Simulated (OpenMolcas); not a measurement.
# Cu3+: Racah parameters, the spin-orbit constant, worked from levels

```
Program             : OpenMolcas 26.06
Basis               : ANO-RCC-VDZP [5s4p2d1f]
Scalar Hamiltonian  : DKH2, point nucleus
Active space        : 8 electrons in 5 orbitals (3d)
State averaging     : 2S+1 = 3 even, 10 roots; 2S+1 = 1 even, 15 roots
Spin-orbit coupling : state interaction with AMFI integrals over the reference wave functions, term energies averaged over their components
```

Methods: CASSCF; SS-CASPT2, IPEA 0.25 Eh, imaginary shift 0.1 Eh (closed shells correlated: 3s 3p). Measured levels: Sugar and Musgrove, J. Phys. Chem. Ref. Data 19, 527 (1990).

**Racah parameters.** Above 3F, d8 has 3P at 15B, 1G at 12B + 2C and 1D at 5B + 2C. The first two fix B and C, and the third tests them; where it misses by thousands of cm-1, two parameters do not describe the configuration (Trees and configuration-interaction terms are left out) and B and C hang on the terms chosen. Term energies are centres of gravity, weighted by 2J + 1.

| Source | 3P | 1G | B | C | C/B | 1D from B, C | 1D found |
| --- | --- | --- | --- | --- | --- | --- | --- |
| CASSCF | 22337 | 28528 | 1489 | 5329 | 3.58 | 18103 | 17876 |
| SS-CASPT2 | 19804 | 26653 | 1320 | 5405 | 4.09 | 17410 | 14678 |
| measured | 18557 | 25560 | 1237 | 5357 | 4.33 | 16899 | 14895 |

Energies in cm-1. From CASSCF to SS-CASPT2, B changes by -11.3 % and C by +1.4 %. Against the measured terms, SS-CASPT2 has B off by +6.7 % and C by +0.9 %.

**The spin-orbit constant.** For the Hund term 3F of d8, E(J) = (A/2) J(J+1) + constant and ζ = -2S·A = -2A. From J = 2 to J = 4 the energy changes by 7 A.

```json
{"Source": "CASSCF", "E(4) - E(2)": "-3220.2", "A": "-460.0", "ζ": "920"}
{"Source": "SS-CASPT2", "E(4) - E(2)": "-3188.8", "A": "-455.5", "ζ": "911"}
{"Source": "measured", "E(4) - E(2)": "-3077.6", "A": "-439.7", "ζ": "879"}
```

All in cm-1. SS-CASPT2 is off by +3.6 % and CASSCF by +4.6 %. Both methods take the spin-orbit matrix elements from the reference wave functions, so the second can move ζ only through the term energies and any multistate remixing. Second-order mixing with other terms is absorbed into this ζ.

Term energies are means over components that CASPT2 splits; among the terms shown or strongly mixed into the levels shown the widest spread is 950 cm-1 (3d8 3F, SS-CASPT2). The basis is small and was not contracted for so high a charge. Without dynamic correlation excited terms often stand tens of per cent too high (terms of higher spin than the ground term too low), and those without a measured partner can miss by more than the paired ones (holds for CASSCF). Some levels mix across a computed gap that differs much from the measured one, so their mixing is not that of the real levels (holds for SS-CASPT2). Computed and measured levels are paired by configuration, term and J; levels that our copy of the source lacks, or whose pairing is in doubt (as where it misses far off the trend of its configuration), stay unpaired and out of the deviations. Only configurations of the active space appear.
